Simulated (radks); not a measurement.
Species: Dy4+. Configuration: [Xe] 4f(5/2: 6, 7/2: 2).

All-electron calculation, Dirac Kohn-Sham, relativistic LDA (MacDonald-Vosko exchange, VWN5 correlation), spin-unpolarised, spherical densities, finite nucleus; Fermi nuclear charge, rms radius 5.2218 fm. Program: a radial shooting solver on a logarithmic mesh with Libxc functionals.

Energy parts (eV):
total: -330210.03
kinetic: 360933.75
electron-nucleus: -810604.84
Hartree: 125804.91
exchange-correlation: -6343.85

Orbitals (lengths in bohr, moments of r in powers of bohr; r(max) is where P^2 peaks):
\begin{tabular}{lrrrrrrr}
orbital & occ. & eigenvalue (eV) & <1/r> & <r^2> & r(max) & <r^4> & small-component weight \\ \hline
1s1/2 & 2 & -53292.64 & 74.23 & 0.0006145 & 0.01344 & 1.008e-06 & 6.03e-02 \\
2s1/2 & 2 & -8927.284 & 17.79 & 0.009528 & 0.07651 & 0.0001574 & 1.34e-02 \\
2p1/2 & 2 & -8502.929 & 17.78 & 0.006887 & 0.05757 & 0.00009662 & 1.35e-02 \\
2p3/2 & 4 & -7712.066 & 15.58 & 0.008110 & 0.06358 & 0.0001290 & 1.24e-02 \\
3s1/2 & 2 & -2031.229 & 6.501 & 0.06320 & 0.2164 & 0.006040 & 4.28e-03 \\
3p1/2 & 2 & -1844.192 & 6.422 & 0.05859 & 0.2036 & 0.005440 & 4.23e-03 \\
3p3/2 & 4 & -1679.896 & 5.862 & 0.06553 & 0.2162 & 0.006750 & 3.94e-03 \\
3d3/2 & 4 & -1355.484 & 5.749 & 0.05187 & 0.1710 & 0.004799 & 3.83e-03 \\
3d5/2 & 6 & -1319.422 & 5.610 & 0.05381 & 0.1745 & 0.005131 & 3.74e-03 \\
4s1/2 & 2 & -444.8642 & 2.730 & 0.3174 & 0.4952 & 0.1466 & 1.38e-03 \\
4p1/2 & 2 & -370.7383 & 2.626 & 0.3317 & 0.4978 & 0.1646 & 1.31e-03 \\
4p3/2 & 4 & -333.5207 & 2.433 & 0.3696 & 0.5247 & 0.2043 & 1.20e-03 \\
4d3/2 & 4 & -210.5740 & 2.220 & 0.4169 & 0.5286 & 0.2817 & 1.03e-03 \\
4d5/2 & 6 & -203.7478 & 2.172 & 0.4315 & 0.5373 & 0.3019 & 1.00e-03 \\
5s1/2 & 2 & -95.0465 & 1.073 & 1.748 & 1.135 & 4.438 & 3.14e-04 \\
5p1/2 & 2 & -73.4734 & 0.9658 & 2.118 & 1.223 & 6.675 & 2.60e-04 \\
5p3/2 & 4 & -67.7844 & 0.9017 & 2.373 & 1.295 & 8.352 & 2.34e-04 \\
4f5/2 & 6 & -55.9120 & 1.688 & 0.7231 & 0.5250 & 1.232 & 6.42e-04 \\
4f7/2 & 2 & -54.8962 & 1.670 & 0.7410 & 0.5297 & 1.296 & 6.30e-04 \\
\end{tabular}

The highest occupied level is 4f7/2 at -54.896 eV. The electron density at the nucleus is 7.304e+05 e/bohr^3. The density falls to 0.001 e/bohr^3 at r = 3.03 bohr. Summed over all electrons, <r^2> = 31.18 bohr^2, which gives a Langevin (diamagnetic) susceptibility term of -24.7 x 10^-6 cm^3/mol.
